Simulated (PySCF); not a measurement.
# How methods differ on the ionisation energy of Sc⁺

Sc⁺ [Ar] 3d1 4s1 (3D) → Sc²⁺ [Ar] 3d1 (2D), as a difference of total energies. All numbers are calculated (PySCF 2.14, no relativity, point nucleus, in dyall-av2z). Correlated levels: valence: [Ar] frozen; virtual orbitals above 40 to 60 times the deepest correlated orbital energy dropped. The calculations carry no spin-orbit coupling.

**Question.** Order these methods by the ionisation energy they give, lowest first.
A. MP2 (valence)
B. UHF
C. CCSD (valence)
D. SCS-MP2 (valence)

**Answer.** B (12.159 eV), D (12.181 eV), A (12.226 eV), C (12.256 eV).

These non-relativistic numbers lack the scalar-relativistic shift.

Errors of the correlated levels include the incompleteness of this basis and the frozen core.

With two correlated electrons CCSD is exact in that space.

For comparison: 12.800 eV (measured; NIST Atomic Spectra Database, ionization energies).
